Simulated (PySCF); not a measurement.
These 3 structures share the formula C8H8N2. Method used: PBE0-D3(BJ)/def2-SVP geometry optimisation, gas phase (PySCF 2.14.0). Energies are electronic, without zero-point or thermal terms, for one conformer each. No frequencies were run at this level. Point groups hold within 0.08 Å.

Task: Order them by energy at this level, lowest first, and give relative energies in kcal/mol.
A. `Cc1ccc2nccn2c1`
B. `[CH:1]#[C:2][c:3]1[cH:4][cH:5][n:6][n:7]1[CH:8]1[CH2:9][CH2:10]1` with N6–N7–C8–C9 29°
C. `[CH2:1]=[CH:2][CH2:3][c:4]1[cH:5][cH:6][c:7]([C:8]#[N:9])[nH:10]1` with C1–C2–C3–C4 114°, C2–C3–C4–C5 138°

Result: A (0.0), C (31.5), B (79.3).

As drawn, the highest has a three-membered ring, a C≡C bond and an N–N linkage, which the lowest lacks.

```json
{"SMILES": "Cc1ccc2nccn2c1", "E (Eh)": "-418.40121", "E rel (kcal/mol)": "0.0", "dipole (D)": "3.68", "point group": "Cs", "A, B, C (MHz)": "3546, 1088, 836.8"}
{"SMILES": "C=CCc1ccc(C#N)[nH]1", "E (Eh)": "-418.35097", "E rel (kcal/mol)": "31.5", "dipole (D)": "4.90", "point group": "C1", "A, B, C (MHz)": "2523, 811.8, 630.7"}
{"SMILES": "C#Cc1ccnn1C1CC1", "E (Eh)": "-418.27487", "E rel (kcal/mol)": "79.3", "dipole (D)": "1.65", "point group": "C1", "A, B, C (MHz)": "1937, 1292, 825.4"}
```

Task: How do the relative energies change in single points at PBE0/def2-SVPD (no added dispersion term) on the same geometries?

Result: 
| SMILES | PBE0-D3(BJ)/def2-SVP (kcal/mol) | PBE0/def2-SVPD (kcal/mol) | shift |
| --- | --- | --- | --- |
| Cc1ccc2nccn2c1 | 0.0 | 0.0 | 0.0 |
| C=CCc1ccc(C#N)[nH]1 | 31.5 | 31.3 | -0.2 |
| C#Cc1ccnn1C1CC1 | 79.3 | 78.7 | -0.6 |

Each column counts from its own lowest isomer. The order is unchanged; the largest shift is 0.6 kcal/mol.
